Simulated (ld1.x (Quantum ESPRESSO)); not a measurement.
## niobium (Nb): PAW pseudisation with Wu–Cohen, scalar-relativistic reference atom.

| Item | Value |
| --- | --- |
| Element | niobium |
| Generator | ld1.x (Quantum ESPRESSO) 7.5 |
| Type | PAW |
| Functional | Wu–Cohen |
| Relativity | scalar-relativistic |
| Frozen core | [Ar] 3d10 |
| Valence charge | 13 |
| Reference configuration | 4s2 4p6 4d4 5s0.5 5p0 (charge +0.5) |
| Partial waves | 4s (bound): rcut 1.60, rcutus 1.90 bohr; 5s (bound): rcut 1.60, rcutus 1.90 bohr; 4p (bound): rcut 1.70, rcutus 2.05 bohr; 5p (bound, empty): rcut 1.70, rcutus 2.05 bohr; 4d (bound): rcut 1.30, rcutus 1.50 bohr; 4d channel at 0.5 Ry: rcut 1.30, rcutus 1.50 bohr |
| Local potential | all-electron potential smoothed inside 1.25 bohr (lloc = -1) |
| Core correction | Bessel-smoothed model core, default radius (core density twice the valence density) |
| Augmentation charge | BESSEL, radius 1.25 bohr |

Poles of the logarithmic derivatives, all-electron (AE) and pseudo (PS). s: poles at -4.3 (AE) and -4.3, 2.6 (PS) Ry. p: poles at -2.3 (AE) and -2.4 (PS) Ry. d: poles at 0.8 (AE) and 0.8 (PS) Ry. Test radius 2.24 bohr.

- Largest excitation error: +16 meV (all-electron minus pseudo) for 4s1 4p6 4d4 5s1 5p0, out of 7 test configurations
- Lowest eigenvalue of the overlap operator: -0.18 (p channel); it is negative, so in a basis up to 400 Ry S is not positive definite and the file is unfit for use

The ghost test of this file was not conclusive. Its overlap operator is not positive definite in a basis up to 400 Ry (lowest eigenvalue p -0.18), so the file is unfit for use: the generalised eigenproblem breaks down once the basis is large enough, and its test numbers describe a broken file.
